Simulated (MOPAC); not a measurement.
A run for MOPAC: PM7 on FH5N2Sn (SMILES [NH2][SnH]([NH2])[F]), a point of a torsion scan.

```
PM7 1SCF PRECISE CHARGE=0 THREADS=1
FH5N2Sn

N     -1.62534530 1    -0.50036424 1     0.50241138 1
Sn     0.06187626 1     0.33320506 1    -0.16269875 1
N     -0.05641238 1     0.88020607 1    -2.10902122 1
F      0.00062116 1     2.08411441 1     0.64474177 1
H     -1.78486378 1    -1.44674826 1     0.18241245 1
H     -2.43771328 1     0.04681730 1     0.24191684 1
H      1.40880222 1    -0.38625569 1     0.55060375 1
H      0.42536938 1     0.27222232 1    -2.75987593 1
H      0.31804517 1     1.81200083 1    -2.24563195 1
```

The log:

```
*******************************************************************************
 **                                                                           **
 **                              MOPAC v23.2.5                                **
 **                                                                           **
 *******************************************************************************
 ** MOPAC's Digital Object Identifier: https://doi.org/10.5281/zenodo.6511958 **
 **                                                                           **
 ** Please cite the open-source release paper for use of this MOPAC version:  **
 ** J. E. Moussa and J. J. P. Stewart (2026)                                  **
 ** MOPAC: An open-source semiempirical molecular orbital program             **
 ** J. Open Source Softw., 11(119), 8025, https://doi.org/10.21105/joss.08025 **
 *******************************************************************************

                              PM7 CALCULATION RESULTS

 *******************************************************************************
 *  PM7        - The PM7 Hamiltonian to be used
 *
 *
 *
 *                 CHARGE ON SYSTEM = 0
 *
 *
 *
 *  PRECISE    - TIGHTER CRITERIA TO BE USED
 *  1SCF       - DO 1 SCF AND THEN STOP
 *  THREADS=1  - MULTI-THREADING NOT USED
 *  T=         - A TIME OF 172800.0 SECONDS REQUESTED
 *  DUMP=N     - RESTART FILE WRITTEN EVERY 7200.0 SECONDS REQUESTED
 *******************************************************************************
PM7 1SCF PRECISE CHARGE=0 THREADS=1
 FH5N2Sn

   ATOM   CHEMICAL          X               Y               Z
  NUMBER   SYMBOL      (ANGSTROMS)     (ANGSTROMS)     (ANGSTROMS)

     1       N         -1.62534530  *  -0.50036424  *   0.50241138  *
     2      Sn          0.06187626  *   0.33320506  *  -0.16269875  *
     3       N         -0.05641238  *   0.88020607  *  -2.10902122  *
     4       F          0.00062116  *   2.08411441  *   0.64474177  *
     5       H         -1.78486378  *  -1.44674826  *   0.18241245  *
     6       H         -2.43771328  *   0.04681730  *   0.24191684  *
     7       H          1.40880222  *  -0.38625569  *   0.55060375  *
     8       H          0.42536938  *   0.27222232  *  -2.75987593  *
     9       H          0.31804517  *   1.81200083  *  -2.24563195  *



          CARTESIAN COORDINATES

    NO.       ATOM           X           Y           Z

     1         N         -1.6253     -0.5004      0.5024
     2        Sn          0.0619      0.3332     -0.1627
     3         N         -0.0564      0.8802     -2.1090
     4         F          0.0006      2.0841      0.6447
     5         H         -1.7849     -1.4467      0.1824
     6         H         -2.4377      0.0468      0.2419
     7         H          1.4088     -0.3863      0.5506
     8         H          0.4254      0.2722     -2.7599
     9         H          0.3180      1.8120     -2.2456

 General Reference for PM7:
 "Optimization of Parameters for Semiempirical Methods VI: More Modifications to the
 NDDO Approximations and Re-optimization of Parameters", J. J. P. Stewart, J. Mol. Mod., 1:32, 19 (2013)
 https://link.springer.com/article/10.1007/s00894-012-1667-x

           Empirical Formula: H5 N2 Sn F  =     9 atoms



      MOLECULAR POINT GROUP   :   C1


      RHF CALCULATION, NO. OF DOUBLY OCCUPIED LEVELS = 13


 -------------------------------------------------------------------------------
 PM7 1SCF PRECISE CHARGE=0 THREADS=1
 FH5N2Sn



     1SCF WAS SPECIFIED, SO BFGS WAS NOT USED
     SCF FIELD WAS ACHIEVED


                              PM7 CALCULATION
                                                       MOPAC v23.2.5 Linux




          FINAL HEAT OF FORMATION =        -42.51515 KCAL/MOL =    -177.88340 KJ/MOL


          COSMO AREA              =        116.62 SQUARE ANGSTROMS
          COSMO VOLUME            =        105.06 CUBIC ANGSTROMS

          IONIZATION POTENTIAL    =          9.563515 EV
          HOMO LUMO ENERGIES (EV) =         -9.564  1.157
          NO. OF FILLED LEVELS    =         13
          MOLECULAR WEIGHT        =        170.7413         POINT GROUP:  C1

          MOLECULAR DIMENSIONS (Angstroms)

            Atom       Atom       Distance
            H     9    H     5     4.57570
            F     4    H     8     3.81427
            H     6    H     7     3.65874


          SCF CALCULATIONS        =          1





   ATOM   CHEMICAL          X               Y               Z
  NUMBER   SYMBOL      (ANGSTROMS)     (ANGSTROMS)     (ANGSTROMS)

     1       N         -1.62534530  *  -0.50036424  *   0.50241138  *
     2      Sn          0.06187626  *   0.33320506  *  -0.16269875  *
     3       N         -0.05641238  *   0.88020607  *  -2.10902122  *
     4       F          0.00062116  *   2.08411441  *   0.64474177  *
     5       H         -1.78486378  *  -1.44674826  *   0.18241245  *
     6       H         -2.43771328  *   0.04681730  *   0.24191684  *
     7       H          1.40880222  *  -0.38625569  *   0.55060375  *
     8       H          0.42536938  *   0.27222232  *  -2.75987593  *
     9       H          0.31804517  *   1.81200083  *  -2.24563195  *

                             CARTESIAN COORDINATES

   1    N       -1.625345300    -0.500364240     0.502411380
   2   Sn        0.061876260     0.333205060    -0.162698750
   3    N       -0.056412380     0.880206070    -2.109021220
   4    F        0.000621160     2.084114410     0.644741770
   5    H       -1.784863780    -1.446748260     0.182412450
   6    H       -2.437713280     0.046817300     0.241916840
   7    H        1.408802220    -0.386255690     0.550603750
   8    H        0.425369380     0.272222320    -2.759875930
   9    H        0.318045170     1.812000830    -2.245631950


           Empirical Formula: H5 N2 Sn F  =     9 atoms



      MOLECULAR POINT GROUP   :   C1


                  EIGENVALUES
 -36.29592 -34.51372 -34.22286 -16.50617 -15.71045 -14.68925 -14.16080 -13.91476
 -13.05276 -12.89524 -12.52634  -9.74539  -9.56351   1.15656   2.48928   2.67913
   3.72844   6.04689   6.33443   6.96914   7.18244


              NET ATOMIC CHARGES AND DIPOLE CONTRIBUTIONS

  ATOM NO.   TYPE          CHARGE      No. of ELECS.   s-Pop       p-Pop
    1          N          -0.873698        5.8737     1.64470     4.22900
    2         Sn           1.299591        2.7004     0.76351     1.93690
    3          N          -0.888889        5.8889     1.65641     4.23248
    4          F          -0.599769        7.5998     1.96278     5.63699
    5          H           0.250680        0.7493     0.74932
    6          H           0.263195        0.7368     0.73681
    7          H           0.038155        0.9618     0.96184
    8          H           0.245492        0.7545     0.75451
    9          H           0.265243        0.7348     0.73476
 DIPOLE           X         Y         Z       TOTAL
 POINT-CHG.     3.380    -4.706    -1.466     5.977
 HYBRID        -0.793     1.148    -1.144     1.805
 SUM            2.587    -3.558    -2.610     5.115


          ATOMIC ORBITAL ELECTRON POPULATIONS

     Atom    s        px        py        pz
    1  N   1.64470   1.29396   1.21267   1.72237
    2 Sn   0.76351   0.81482   0.54320   0.57887
    3  N   1.65641   1.68208   1.21618   1.33422
    4  F   1.96278   1.98777   1.71974   1.92948
    5  H   0.74932
    6  H   0.73681
    7  H   0.96184
    8  H   0.75451
    9  H   0.73476

 **********************
 *                    *
 * JOB ENDED NORMALLY *
 *                    *
 **********************




 == MOPAC DONE ==
```

The run finished.

Cost: very roughly 0.020 core-seconds.
